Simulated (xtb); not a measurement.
xtb input (GFN2-xTB):

```bash
xtb mol.xyz --gfn 2 --sp --chrg -1 --uhf 0
```
mol.xyz:
```
5

C      1.58735532     1.00250970     0.74862223
C      0.60003846     0.34711470     0.36065882
C     -0.51716083    -0.45249610     0.06311566
O     -1.14520493    -0.53716195    -0.99400345
H     -0.85975827    -1.08547426     0.91764740
```

Output:

```
           -------------------------------------------------
          |                Calculation Setup                |
           -------------------------------------------------

           -------------------------------------------------
          |                 G F N 2 - x T B                 |
           -------------------------------------------------

        Reference                      10.1021/acs.jctc.8b01176
      * Hamiltonian:
        H0-scaling (s, p, d)           1.850000    2.230000    2.230000
        zeta-weighting                 0.500000
      * Dispersion:
        s8                             2.700000
        a1                             0.520000
        a2                             5.000000
        s9                             5.000000
      * Repulsion:
        kExp                           1.500000    1.000000
        rExp                           1.000000
      * Coulomb:
        alpha                          2.000000
        third order                    shell-resolved
        anisotropic                    true
        a3                             3.000000
        a5                             4.000000
        cn-shift                       1.200000
        cn-exp                         4.000000
        max-rad                        5.000000

          ...................................................
          :                      SETUP                      :
          :.................................................:
          :  # basis functions                  17          :
          :  # atomic orbitals                  17          :
          :  # shells                            9          :
          :  # electrons                        20          :
          :  max. iterations                   250          :
          :  Hamiltonian                  GFN2-xTB          :
          :  restarted?                      false          :
          :  GBSA solvation                  false          :
          :  PC potential                    false          :
          :  electronic temp.          300.0000000     K    :
          :  accuracy                    1.0000000          :
          :  -> integral cutoff          0.2500000E+02      :
          :  -> integral neglect         0.1000000E-07      :
          :  -> SCF convergence          0.1000000E-05 Eh   :
          :  -> wf. convergence          0.1000000E-03 e    :
          :  Broyden damping             0.4000000          :
          :  net charge                         -1          :
          :  unpaired electrons                  0          :
          ...................................................

 iter      E             dE          RMSdq      gap      omega  full diag
   1    -11.1376861 -0.111377E+02  0.899E+00    2.80       0.0  T
   2    -11.1426194 -0.493331E-02  0.603E+00    1.29       1.0  T
   3    -11.0939743  0.486451E-01  0.451E+00    2.89       1.0  T
   4    -11.1874611 -0.934868E-01  0.216E+00    2.25       1.0  T
   5    -11.2035212 -0.160601E-01  0.350E-01    2.26       1.0  T
   6    -11.2035691 -0.479491E-04  0.208E-01    2.29       1.0  T
   7    -11.2035769 -0.782225E-05  0.779E-02    2.31       1.0  T
   8    -11.2035959 -0.189319E-04  0.386E-02    2.32       1.2  T
   9    -11.2036050 -0.910373E-05  0.135E-02    2.31       3.3  T
  10    -11.2036060 -0.104742E-05  0.330E-03    2.31      13.5  T
  11    -11.2036061 -0.424720E-07  0.150E-03    2.31      29.9  T
  12    -11.2036061 -0.135482E-07  0.218E-04    2.31     205.6  T
  13    -11.2036061 -0.288386E-09  0.494E-05    2.31     904.5  T

   *** convergence criteria satisfied after 13 iterations ***

         #    Occupation            Energy/Eh            Energy/eV
      -------------------------------------------------------------
         1        2.0000           -0.4785349             -13.0216
       ...           ...                  ...                  ...
         4        2.0000           -0.3261337              -8.8746
         5        2.0000           -0.2960326              -8.0555
         6        2.0000           -0.2927567              -7.9663
         7        2.0000           -0.1914023              -5.2083
         8        2.0000           -0.1558341              -4.2405
         9        2.0000           -0.1382955              -3.7632
        10        2.0000           -0.1265228              -3.4429 (HOMO)
        11                         -0.0415517              -1.1307 (LUMO)
        12                          0.0910112               2.4765
        13                          0.1367640               3.7215
        14                          0.3452287               9.3942
        15                          0.4726785              12.8622
       ...                                ...                  ...
        17                          1.2987508              35.3408
      -------------------------------------------------------------
                  HL-Gap            0.0849711 Eh            2.3122 eV
             Fermi-level           -0.0840373 Eh           -2.2868 eV

 SCC (total)                   0 d,  0 h,  0 min,  0.002 sec
 SCC setup                      ...        0 min,  0.000 sec (  4.996%)
 Dispersion                     ...        0 min,  0.000 sec (  1.485%)
 classical contributions        ...        0 min,  0.000 sec (  0.695%)
 integral evaluation            ...        0 min,  0.000 sec ( 10.661%)
 iterations                     ...        0 min,  0.001 sec ( 59.253%)
 molecular gradient             ...        0 min,  0.000 sec ( 19.569%)
 printout                       ...        0 min,  0.000 sec (  2.927%)

         :::::::::::::::::::::::::::::::::::::::::::::::::::::
         ::                     SUMMARY                     ::
         :::::::::::::::::::::::::::::::::::::::::::::::::::::
         :: total energy             -11.045903884098 Eh    ::
         :: gradient norm              0.030674920677 Eh/a0 ::
         :: HOMO-LUMO gap              2.312180942638 eV    ::
         ::.................................................::
         :: SCC energy               -11.203606045529 Eh    ::
         :: -> isotropic ES            0.152562715702 Eh    ::
         :: -> anisotropic ES          0.003900086760 Eh    ::
         :: -> anisotropic XC          0.005887221947 Eh    ::
         :: -> dispersion             -0.002634761098 Eh    ::
         :: repulsion energy           0.157702161431 Eh    ::
         :: add. restraining           0.000000000000 Eh    ::
         :: total charge              -1.000000000000 e     ::
         :::::::::::::::::::::::::::::::::::::::::::::::::::::

           -------------------------------------------------
          |                Property Printout                |
           -------------------------------------------------

    * Orbital Energies and Occupations

         #    Occupation            Energy/Eh            Energy/eV
      -------------------------------------------------------------
         1        2.0000           -0.4785349             -13.0216
         2        2.0000           -0.3893643             -10.5951
         3        2.0000           -0.3560704              -9.6892
         4        2.0000           -0.3261337              -8.8746
         5        2.0000           -0.2960326              -8.0555
         6        2.0000           -0.2927567              -7.9663
         7        2.0000           -0.1914023              -5.2083
         8        2.0000           -0.1558341              -4.2405
         9        2.0000           -0.1382955              -3.7632
        10        2.0000           -0.1265228              -3.4429 (HOMO)
        11                         -0.0415517              -1.1307 (LUMO)
Note: The following floating-point exceptions are signalling: IEEE_DENORMAL
normal termination of xtb
        12                          0.0910112               2.4765
        13                          0.1367640               3.7215
        14                          0.3452287               9.3942
        15                          0.4726785              12.8622
        16                          0.7664666              20.8566
        17                          1.2987508              35.3408
      -------------------------------------------------------------
                  HL-Gap            0.0849711 Eh            2.3122 eV
             Fermi-level           -0.0840373 Eh           -2.2868 eV

     #   Z          covCN         q      C6AA      α(0)
     1   6 C        0.981    -0.392    50.595    11.947
     2   6 C        1.962    -0.165    35.788     9.661
     3   6 C        2.756     0.198    23.783     7.986
     4   8 O        0.856    -0.536    24.599     6.650
     5   1 H        0.920    -0.105     5.742     3.748

 Mol. C6AA /au·bohr⁶  :        637.668573
 Mol. C8AA /au·bohr⁸  :      16107.134194
 Mol. α(0) /au        :         39.991292

Wiberg/Mayer (AO) data.
largest (>0.10) Wiberg bond orders for each atom

 ---------------------------------------------------------------------------
     #   Z sym  total        # sym  WBO       # sym  WBO       # sym  WBO
 ---------------------------------------------------------------------------
     1   6 C    2.880 --     2 C    2.584     4 O    0.141     3 C    0.128
     2   6 C    3.934 --     1 C    2.584     3 C    1.245     4 O    0.100
     3   6 C    3.919 --     4 O    1.633     2 C    1.245     5 H    0.914
                             1 C    0.128
     4   8 O    1.917 --     3 C    1.633     1 C    0.141     2 C    0.100
     5   1 H    0.989 --     3 C    0.914
 ---------------------------------------------------------------------------

Topologies differ in total number of bonds
Writing topology from bond orders to xtbtopo.mol

molecular dipole:
                 x           y           z       tot (Debye)
 q only:       -0.225      -0.260       0.182
   full:       -0.724      -0.678       0.198       2.571
molecular quadrupole (traceless):
                xx          xy          yy          xz          yz          zz
 q only:       -3.640      -5.566       2.374      -5.544      -2.688       1.266
  q+dip:       -4.423      -6.162       3.145      -7.289      -3.802       1.278
   full:       -5.252      -8.085       3.492      -8.090      -3.882       1.760

           -------------------------------------------------
          | TOTAL ENERGY              -11.045903884098 Eh   |
          | GRADIENT NORM               0.030674920677 Eh/α |
          | HOMO-LUMO GAP               2.312180942638 eV   |
           -------------------------------------------------

------------------------------------------------------------------------
------------------------------------------------------------------------
 total:
 SCF:
```

It need not be the lowest isomer of its formula. Whether it binds its extra electron was not tested at this geometry.
